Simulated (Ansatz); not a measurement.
Gas-phase electronic energies from Ansatz, PBE0-D4/def2-TZVP geometries. CCSD(T)/CBS adds triple-zeta CCSD(T) − MP2 to the extrapolated MP2 energy (def2 sets, frozen cores). This one scheme is used for every species. Functionals use def2-TZVPP.

`[SiH3]C1=CC1Cl` → `ClC1C=C1` + `[SiH2]`  (silylene formation by 1,1-elimination)

CCSD(T)/CBS gives +260.3 kJ/mol.

(1) Another level gave +277.9 kJ/mol. Which?
A. PBE0-D4/def2-TZVPP
B. CCSD(T)/def2-TZVPP
C. r2SCAN/def2-TZVPP
D. SCS-MP2/def2-TZVPP

Largest T1 diagnostic among the species: 0.014.

Answers

(1) C. r2SCAN 277.9, SCS-MP2/def2-TZVPP 264.6, PBE0-D4 270.8, CCSD(T)/def2-TZVPP 254.4 kJ/mol.

In def2-TZVPP, CCSD(T) changes the Hartree–Fock value by +12.4 kJ/mol (the triples alone add +5.1 kJ/mol) and MP2 by +34.6 kJ/mol. From PBE to PBE0 (25 % exact exchange), in def2-TZVPP and without D4, ΔE moves by +8.2 kJ/mol. The D4 term adds +13.2 kJ/mol with B3LYP and +7.4 kJ/mol with PBE0; it sums over pairs of atoms, weighted by their polarisabilities, and B3LYP, whose exchange is more repulsive, gets the larger term.

B3LYP here is the variant with VWN-RPA as its local correlation; programs differ in this.
